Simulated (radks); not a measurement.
Task: All-electron atom: Sr+ in [Kr] 6p1 (not the ground configuration). Method: Dirac Kohn-Sham, PBE, spin-unpolarised, spherical densities, point nucleus; open shells fill j = l - 1/2 first; computed with a radial shooting solver on a logarithmic mesh with Libxc functionals.

Spin-orbit splittings of the eigenvalues, e(l+1/2) - e(l-1/2), with zeta = 2 splitting/(2l+1) and mean radii in bohr:

shell  occ.  splitting (eV)  zeta (eV)  <r> j=l-1/2  <r> j=l+1/2
2p        6           68.41      45.61       0.1475       0.1517
3p        6           10.49      6.992       0.4913       0.5017
3d       10               ?          ?       0.4961       0.4997
4p        6           1.179     0.7860        1.530        1.562
6p        1         0.04235    0.02823        9.246        9.301

Estimate the 3d splitting.

Result: 1.831 eV (zeta = 0.7322 eV).
